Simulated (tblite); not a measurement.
Species: C₄H₉BBrN.
SMILES with atom numbers: `[CH:1]#[C:2][B@H-:3]([Br:4])[NH+:5]([CH3:6])[CH3:7]` (hydrogens: H8 on C1; H9 on B3; H10 on N5; H11, H12, H13 on C6; H14, H15, H16 on C7)
Bond orders are those of one Lewis drawing.

Computed with GFN2-xTB (tblite), gas phase: L-BFGS steps from a force-field or distance-geometry start until the largest atomic force falls under 0.01 eV/Å.

Step 8: E = -581.5286 eV
```
atom  x, y, z in Å  |  force x, y, z in eV/Å
C1      2.6463    0.6330   -0.8017   -0.196  -0.113   0.023
C2      1.6456   -0.0337   -0.7567    0.232   0.016  -0.001
B3      0.4469   -1.0015   -0.7682   -0.027   0.112   0.110
Br4    -0.3241   -1.2375   -2.6123   -0.074   0.056   0.057
N5     -0.7693   -0.3159    0.1330   -0.048   0.055   0.139
C6     -0.4502   -0.3693    1.5632    0.020   0.001  -0.092
C7     -1.1233    1.0501   -0.2669    0.085  -0.037  -0.052
H8      3.5173    1.2210   -0.8284   -0.011   0.041  -0.010
H9      0.6587   -2.0679   -0.2796    0.007   0.032  -0.040
H10    -1.5849   -0.9021   -0.0368   -0.041  -0.097  -0.063
H11    -0.2381   -1.3956    1.8500   -0.017  -0.041   0.043
H12     0.4455    0.2238    1.7434   -0.006   0.019  -0.003
H13    -1.2712    0.0169    2.1714    0.024  -0.002  -0.048
H14    -0.2654    1.6988   -0.0949    0.006   0.007  -0.010
H15    -1.3617    1.0669   -1.3289   -0.022   0.006  -0.020
H16    -1.9797    1.4219    0.3021    0.066  -0.055  -0.032
```

Step 9: E = -581.5323 eV
```
atom  x, y, z in Å  |  force x, y, z in eV/Å
C1      2.6466    0.6378   -0.8004   -0.192  -0.132   0.023
C2      1.6503   -0.0358   -0.7526    0.204   0.019   0.005
B3      0.4468   -1.0008   -0.7599    0.000   0.116   0.047
Br4    -0.3370   -1.2284   -2.6035   -0.045   0.041   0.042
N5     -0.7713   -0.3168    0.1340    0.002   0.029   0.102
C6     -0.4498   -0.3690    1.5632   -0.007  -0.001  -0.119
C7     -1.1211    1.0498   -0.2683    0.074  -0.075  -0.035
H8      3.5194    1.2246   -0.8300   -0.044   0.024  -0.009
H9      0.6572   -2.0718   -0.2792    0.005   0.057  -0.036
H10    -1.5834   -0.9077   -0.0463   -0.004  -0.035  -0.005
H11    -0.2400   -1.3969    1.8471   -0.004  -0.017   0.067
H12     0.4464    0.2265    1.7391   -0.034  -0.020   0.005
H13    -1.2712    0.0189    2.1686    0.021  -0.002  -0.012
H14    -0.2616    1.6971   -0.0940   -0.021  -0.012  -0.039
H15    -1.3622    1.0605   -1.3300   -0.002   0.040  -0.012
H16    -1.9768    1.4210    0.3008    0.048  -0.033  -0.025
```

Step 10: E = -581.5343 eV
```
atom  x, y, z in Å  |  force x, y, z in eV/Å
C1      2.6461    0.6396   -0.7994   -0.083  -0.068   0.017
C2      1.6541   -0.0386   -0.7506    0.085  -0.019   0.018
B3      0.4462   -0.9980   -0.7541    0.012   0.071  -0.003
Br4    -0.3443   -1.2230   -2.5982   -0.031   0.037   0.032
N5     -0.7729   -0.3173    0.1356    0.041  -0.010   0.019
C6     -0.4494   -0.3692    1.5622   -0.024  -0.009  -0.069
C7     -1.1188    1.0487   -0.2698    0.035  -0.068  -0.015
H8      3.5193    1.2268   -0.8309   -0.059   0.013  -0.008
H9      0.6567   -2.0723   -0.2801    0.000   0.065  -0.026
H10    -1.5829   -0.9115   -0.0512    0.027   0.012   0.031
H11    -0.2413   -1.3979    1.8469    0.002   0.009   0.065
H12     0.4465    0.2278    1.7371   -0.041  -0.039   0.003
H13    -1.2705    0.0198    2.1667    0.012   0.001   0.012
H14    -0.2596    1.6965   -0.0941   -0.023  -0.025  -0.053
H15    -1.3627    1.0580   -1.3310    0.015   0.045  -0.006
H16    -1.9740    1.4195    0.2995    0.030  -0.013  -0.018
```

**Question.** Estimate the geometry and energy of step 11. (The exact step hangs on the optimiser's Hessian estimate; all steps are aligned on step 10, rigid shifts and turns removed.)

**Answer.** E = -581.5355 eV, largest force 0.076 eV/Å
```
atom  x, y, z in Å  |  force x, y, z in eV/Å
C1      2.6453    0.6398   -0.7985    0.024   0.003   0.010
C2      1.6568   -0.0413   -0.7495   -0.021  -0.052   0.027
B3      0.4457   -0.9950   -0.7511    0.008   0.016  -0.031
Br4    -0.3480   -1.2199   -2.5951   -0.026   0.037   0.022
N5     -0.7731   -0.3178    0.1365    0.053  -0.033  -0.043
C6     -0.4496   -0.3697    1.5609   -0.025  -0.015  -0.001
C7     -1.1171    1.0471   -0.2709    0.000  -0.036  -0.005
H8      3.5177    1.2279   -0.8315   -0.054   0.011  -0.007
H9      0.6566   -2.0708   -0.2813   -0.002   0.055  -0.015
H10    -1.5823   -0.9132   -0.0528    0.039   0.028   0.041
H11    -0.2419   -1.3982    1.8483    0.002   0.021   0.052
H12     0.4458    0.2277    1.7365   -0.031  -0.040   0.001
H13    -1.2698    0.0201    2.1657    0.001   0.004   0.020
H14    -0.2591    1.6960   -0.0953   -0.008  -0.028  -0.053
H15    -1.3627    1.0580   -1.3317    0.024   0.033  -0.007
H16    -1.9718    1.4183    0.2983    0.016  -0.003  -0.010
```

The energy changes by -0.0012 eV. The first-order estimate −F·Δx gives -0.0017 eV and the mean of the old and new forces, exact on a quadratic surface, -0.0012 eV. The step makes an angle of 52° with the force vector and moves no atom by more than 0.006 Å.

What follows is the cost of the whole relaxation. On one thread, Arm Neoverse V2 (aarch64), on a shared host, this took 0.26 s wall.
